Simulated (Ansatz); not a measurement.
W3O9⁻. Total charge -1; doublet. Geometry PBE-D4/def2-SVP.

```xyz
12

W     0.7722   -1.3086   -0.4907
W     0.9181    0.0341    2.0438
W    -0.8960    1.3040    0.2151
O     0.5630   -3.2370   -0.4968
O    -0.5115   -0.0190   -1.1386
O    -2.4983    0.9174    0.7178
O     0.0191    1.6531    1.9730
O    -0.9880    2.5323   -1.2991
O    -0.2830   -2.5796   -1.5304
O     2.2074   -0.9282   -1.3652
O    -0.7857    3.2287    0.0010
O     1.4826   -1.5972    1.3699
```

In the def2 sets W takes a core potential; there is no spin–orbit coupling. B3LYP takes the VWN-RPA correlation. The structure holds 2 bonds between oxygen atoms, so isomers without such links may lie far lower. The structure comes from a short search, and lower isomers may exist.

(1) Estimate the α-spin orbital energies around the gap (eV) in Ansatz with r2SCAN-D4/def2-SVP, B97M-V/def2-SVP, B3LYP-D4/def2-SVP, PBE0-D4/def2-SVP, PBE0-D4/def2-SVPD.

## Answers

(1) 
| orbital | r2SCAN-D4/def2-SVP | B97M-V/def2-SVP | B3LYP-D4/def2-SVP | PBE0-D4/def2-SVP | PBE0-D4/def2-SVPD |
| --- | --- | --- | --- | --- | --- |
| HOMO−5 | -4.17 | -4.28 | -5.04 | -5.33 | -5.46 |
| HOMO−4 | -3.60 | -3.60 | -4.20 | -4.45 | -4.51 |
| HOMO−3 | -2.63 | -2.78 | -3.67 | -3.98 | -4.11 |
| HOMO−2 | -2.54 | -2.69 | -3.58 | -3.89 | -4.02 |
| HOMO−1 | -2.43 | -2.13 | -2.90 | -3.28 | -3.31 |
| HOMO | -1.70 | -1.82 | -2.49 | -2.78 | -2.83 |
| LUMO | -0.05 | -0.21 | 0.23 | 0.36 | 0.24 |
| LUMO+1 | 0.21 | 0.21 | 0.74 | 0.90 | 0.79 |
| LUMO+2 | 0.65 | 0.75 | 1.33 | 1.46 | 1.37 |
| LUMO+3 | 1.10 | 1.07 | 1.55 | 1.73 | 1.61 |
| LUMO+4 | 1.62 | 1.48 | 1.95 | 2.08 | 1.96 |
| LUMO+5 | 1.75 | 1.76 | 2.27 | 2.47 | 2.32 |
| β HOMO | -1.42 | -1.49 | -2.18 | -2.38 | -2.42 |
| β LUMO | -0.29 | -0.49 | -0.08 | 0.18 | 0.09 |
